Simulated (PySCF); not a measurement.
Computed shifts of a molecule CH₆GeO₃, PBE/pcSseg-1 run with PySCF, GIAO, gas phase, equivalent atoms averaged, in ppm (number of nuclei): ¹³C: 3.8 (1). ¹H: 1.67 (3), 1.20 (3). References: ¹³C against TMS (σ = 182.0 ppm); ⁷³Ge against GeH4 (σ = 1614.4 ppm); ¹⁷O against H2O (σ = 334.3 ppm); ¹H against TMS (σ = 31.49 ppm), references at their B3LYP-D3(BJ)/def2-TZVP geometries, non-relativistic. Coordinates come from a PBE-D3(BJ)/def2-SVP optimisation. One conformer was computed; it need not be the lowest.

### Question
Which molecule gave these data?
(A) [CH3][Ge]([OH])([OH])[OH]
(B) C[O][GeH]([OH])[OH]
(C) O[CH2][GeH]([OH])[OH]

### Answer
A, [CH3][Ge]([OH])([OH])[OH]
